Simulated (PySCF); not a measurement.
**Atomic charges by several schemes**

C6H5ClN2.
Geometry (GFN2-xTB, Å), atoms numbered from 1 in this order:
```
atom  x, y, z in Å
C1     2.4429   -0.8455    0.4175
C2     1.7087    0.2468    0.2373
C3     0.2712    0.2001    0.0268
N4    -0.3372   -0.9844    0.0132
C5    -1.6426   -1.0349   -0.1791
C6    -2.3925    0.1171   -0.3670
N7    -1.8126    1.3084   -0.3574
C8    -0.5127    1.3555   -0.1650
Cl9    0.1780    2.9315   -0.1632
H10    1.9855   -1.8201    0.4141
H11    3.5066   -0.7942    0.5713
H12    2.1511    1.2322    0.2381
H13   -2.0868   -2.0200   -0.1810
H14   -3.4604    0.1070   -0.5277
```

Density: PBE0/pcSseg-1 (PySCF); schemes: Mulliken, IAO, Hirshfeld and ESP-fitted. The structure is a single GFN2-xTB conformer in the gas phase; no vibrational or solvent corrections.

**Question.** For which atoms does the sign change between the 4 schemes (beyond +0.03 e in one, beyond −0.03 e in another)?

**Answer.** C5 and C6. Atomic charges aren't observables, and each scheme defines them in its own way.

**Question.** Do the Mulliken, IAO, Hirshfeld and ESP-fitted schemes agree on where the charge is lowest?

**Answer.** The schemes don't all agree: Mulliken N4 (-0.425); IAO C1 (-0.266); Hirshfeld N7 (-0.149); ESP-fitted C2 (-0.594).

**Question.** Tabulate the Mulliken, IAO, Hirshfeld and ESP-fitted charges.

**Answer.** In e:

| atom | environment | Mulliken | IAO | Hirshfeld | ESP-fitted |
| --- | --- | --- | --- | --- | --- |
| C1 | terminal =CH2 carbon | -0.055 | -0.266 | -0.071 | -0.062 |
| C2 | alkene CH carbon | -0.190 | -0.166 | -0.064 | -0.594 |
| C3 | substituted aromatic carbon | +0.183 | +0.102 | +0.052 | +0.564 |
| N4 | pyridine-type nitrogen | -0.425 | -0.249 | -0.121 | -0.310 |
| C5 | aromatic CH next to a ring nitrogen | +0.083 | -0.040 | +0.015 | -0.143 |
| C6 | aromatic CH next to a ring nitrogen | +0.083 | -0.041 | +0.018 | +0.297 |
| N7 | pyridine-type nitrogen | -0.374 | -0.243 | -0.149 | -0.471 |
| C8 | aromatic C–Cl carbon | +0.178 | +0.081 | +0.071 | +0.173 |
| Cl9 | aryl chlorine | -0.071 | -0.007 | -0.009 | -0.084 |
| H10 | vinylic hydrogen | +0.134 | +0.169 | +0.045 | +0.069 |
| H11 | vinylic hydrogen | +0.124 | +0.161 | +0.056 | +0.141 |
| H12 | vinylic hydrogen | +0.115 | +0.161 | +0.035 | +0.222 |
| H13 | aromatic hydrogen | +0.104 | +0.168 | +0.060 | +0.141 |
| H14 | aromatic hydrogen | +0.111 | +0.170 | +0.062 | +0.057 |

Mean size of the charges over all atoms: ESP-fitted 0.238 e, Mulliken 0.159 e, IAO 0.144 e, Hirshfeld 0.059 e. Each set sums to the total charge, 0, to within 0.001 e. The IAO scheme projects the occupied orbitals on a minimal set of polarised atomic orbitals and counts the electrons in each atom's part of it.

**Question.** Sum the charges by element, for elements with more than one atom.

**Answer.** 
```
element  atoms  Mulliken     IAO  Hirshfeld  ESP-fitted
      C      6    +0.282  -0.329     +0.021      +0.234
      N      2    -0.799  -0.492     -0.270      -0.781
      H      5    +0.589  +0.828     +0.258      +0.631
```

**Question.** How many electrons does the IAO scheme count on C5?

**Answer.** Z − q = 6 − (-0.040) = 6.040.
